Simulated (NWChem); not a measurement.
BHOClF; SMILES B(O)(F)Cl

```xyz
5

B      0.0108    -0.4268     0.0000
F     -1.1389    -1.0889     0.0000
Cl    -0.0221     1.3255     0.0000
O      1.1859    -1.0711     0.0000
H      1.0845    -2.0302     0.0000
```
Atoms are numbered in this order, from 1.

All runs: NWChem. Pople sets run with spherical d functions. Medium grid unless said otherwise, to which SCAN and Minnesota functionals are sensitive. Structure relaxed at the PBE0/def2-SVP level. Hybrids' shares of exact exchange are those that their runs print; pure functionals count as 0. The functionals differ in more than this share.

```csv
row,share of exact exchange,highest occupied level (eV)
PBE/6-31G*,0.00,-7.66
PW91/6-31G*,0.00,-7.70
B3LYP/6-31G*,0.20,-8.88
r2SCAN0/6-31G*,0.25,-9.52
Hartree-Fock/6-31G*,1.00,withheld
```

Q: Fit a straight line of the last column on the one before it, predict the withheld value, and compare with the run.

A: 
1. Means of the 4 shown rows: x = 0.113, y = -8.440. Slope Σ(x − x̄)(y − ȳ)/Σ(x − x̄)² = -0.3580/0.05188 = -6.901; intercept -7.664.
2. The shown rows scatter about the line by 0.107 (root mean square); the largest residual is +0.16, at B3LYP/6-31G*.
3. At x = 1.00 (Hartree-Fock/6-31G*; beyond the shown range) the line gives -14.56.
4. The run gives -12.82, +1.74 from the line, 16.3 times the scatter.
